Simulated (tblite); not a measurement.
Species: C₄H₉OPS.
Geometry (GFN2-xTB, Å), atoms numbered from 1 in this order:
```
atom  x, y, z in Å
C1     2.2818   -0.0212   -0.2163
C2     1.0062   -0.7479   -0.4830
O3     0.8624   -1.6963   -1.2031
P4    -0.4440   -0.1717    0.5713
C5    -1.8617   -1.0617   -0.1687
C6    -0.7216    1.5980    0.1435
S7    -0.1253   -0.5127    2.4578
H8     2.2637    0.9258   -0.7568
H9     2.3518    0.1953    0.8497
H10    3.1395   -0.6028   -0.5464
H11   -2.7587   -0.8087    0.3968
H12   -1.9829   -0.7964   -1.2167
H13   -1.6708   -2.1311   -0.0804
H14   -0.8038    1.7375   -0.9323
H15    0.1001    2.1913    0.5415
H16   -1.6442    1.9115    0.6316
```

All values are computed: GFN2-xTB (tblite) harmonic vibrations without scaling, gas phase. The method is semi-empirical: single wavenumbers can be off by several per cent or more. One conformer, not necessarily the lowest.

Harmonic wavenumbers (cm⁻¹): 38.0, 93.1, 112.1, 121.7, 145.5, 167.6, 191.6, 211.1, 226.2, 312.0, 398.3, 483.2, 580.6, 656.5, 732.0, 755.2, 798.2, 814.6, 867.2, 897.0, 956.9, 970.5, 1105.3, 1298.3, 1301.6, 1354.9, 1400.5, 1410.6, 1415.1, 1423.3, 1432.5, 1435.2, 1762.2, 2989.4, 2993.4, 2996.7, 3000.4, 3003.1, 3007.3, 3010.1, 3014.8, 3040.6.

A = 2058, B = 1467, C = 1305 MHz; mass 136.011 u (most abundant isotopes); point group C1, symmetry number 1.

Question: Zero-point energy?

Answer: ½Σν̃ = 26462 cm⁻¹ = 316.56 kJ/mol.

Question: Give the ideal-gas entropy at 273.15 K and 1 bar in the rigid-rotor, harmonic-oscillator model (classical rotation).

Answer: Translation 168.31, rotation 119.37, vibration 124.10: S = 411.8 J/(mol K).

Question: And Cp and H(273.15 K) − H(0)?

Answer: Cp = 148.50 J/(mol K), of which vibrations give 115.24 (their classical limit is 42 R = 349.2); H(273.15 K) − H(0) = 26.63 kJ/mol without the zero-point energy, 17.54 from vibrations.

Question: Which modes carry the vibrational entropy at 273.15 K?

Answer: 38.0 cm⁻¹: 21.70; 93.1 cm⁻¹: 14.32; 112.1 cm⁻¹: 12.81; 121.7 cm⁻¹: 12.15; 145.5 cm⁻¹: 10.73; 167.6 cm⁻¹: 9.62 J/(mol K); the other 36 give 42.77 together.

Question: Blend soft modes into free rotors: weight 1/[1 + (100 cm⁻¹/ν̃)⁴] for the oscillator and the rest for a rotor with moment μB/(μ + B), μ = h/(8π²ν), B = 10⁻⁴⁴ kg m². What vibrational entropy results?

Answer: 115.60 J/(mol K) in place of 124.10, which changes −T·S at 273.15 K by +2.32 kJ/mol.

Question: What must be added to the electronic energy to get the Gibbs energy at 273.15 K and 1 bar?

Answer: ZPE + [H(273.15 K) − H(0)] − T·S = 316.56 + 26.63 − 112.48 = 230.71 kJ/mol.

Question: How do the functions run with temperature in this model?

Answer: 
```csv
T (K),S (J/(mol K)),Cp (J/(mol K)),H − H(0) (kJ/mol),G − H(0) (kJ/mol),ln q(vib)
50,245.5,58.7,2.14,-10.14,0.58
100,296.3,88.6,5.89,-23.74,1.98
298.15,425.1,156.5,30.44,-96.31,7.90
373.15,462.8,179.4,43.05,-129.63,9.93
500,520.0,212.5,67.99,-192.04,13.18
750,615.8,259.5,127.41,-334.42,18.99
1000,695.1,291.4,196.52,-498.56,24.17
```

q(vib) and H(0) count from the zero-point level.

Hindered rotation and anharmonicity are outside this model. Other conformers, if any are populated, would add a mixing term that is left out. The structure is chiral; the term R ln 2 for an equal mix with its mirror image is left out.
